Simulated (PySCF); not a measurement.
Zn(OH)(OSiH3) (H4O2SiZn), SMILES [OH][Zn][O][SiH3]. Heavy atoms are numbered as in [Zn:1]([OH:2])[O:4][SiH3:5]. Hydrogens are named by the atom that carries them.

Geometry optimised at PBE0-D3(BJ)/def2-SVP. The structure was generated by enumeration; whether it is a known compound was not checked. Other conformers were not sampled.

These are PBE0/pcSseg-1 (PySCF) values and carry that method's errors.

GIAO shieldings, no solvent; atoms alike by connectivity are averaged. δ = σ(ref) − σ: ¹⁷O against H2O (σ = 334.2 ppm); ¹H against TMS (σ = 31.56 ppm); ²⁹Si against TMS (σ = 352.7 ppm), references at their B3LYP-D3(BJ)/def2-TZVP geometries, non-relativistic.

Estimate the chemical shifts. (An estimate is asked for; the answer gives what the named calculation found.)


| nucleus | atoms | count | δ (ppm) |
|---|---|---|---|
| ¹⁷O | O4 | 1 | -17.9 |
| ¹⁷O | O2 (OH) | 1 | -35.1 |
| ¹H | H on Si5 | 3 | 5.49 |
| ¹H | H on O2 | 1 | 0.29 |
| ²⁹Si | Si5 (SiH3) | 1 | -35.1 |
